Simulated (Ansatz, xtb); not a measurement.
## CH3BBr: 3 structures ranked

3 gas-phase structures of CH3BBr, found in a search over its isomers (lower ones may exist). Each was relaxed with GFN2-xTB:

A. `B[CH]Br`, a doublet
B. `C[B]Br`, a doublet
C. `[CH2]BBr`, a doublet

Make a reasoned guess at their ranking by r2SCAN-D4/def2-SVP single-point energy.

Calculated order at r2SCAN-D4/def2-SVP: C (0.000), B (0.254), A (1.324) eV.

Energies above the lowest of each column, in eV; the last columns are at B3LYP/6-31G* geometries:

```
structure  GFN2-xTB  HF/STO-3G  r2SCAN-D4/def2-SVP  B3LYP/6-31G*  CCSD(T)/def2-SVP + ΔMP2/def2-TZVPP
        C     0.000      0.000               0.000         0.000                               0.000
        B     0.677      0.560               0.254         0.429                               0.335
        A     0.908      1.210               1.324         1.209                               1.249
```

Every level run on C puts it lowest or level with the lowest. Flexible structures stand in one conformer each, not always the lowest. The ΔMP2 step shifts differences by up to 0.137 eV, which makes them less sure. Open shells are spin-unrestricted. ΔMP2 is the change of the MP2 energy from the smaller to the larger basis.

Programs: Ansatz 0.2.0, xtb 6.7.1 (Pople sets with spherical d functions).
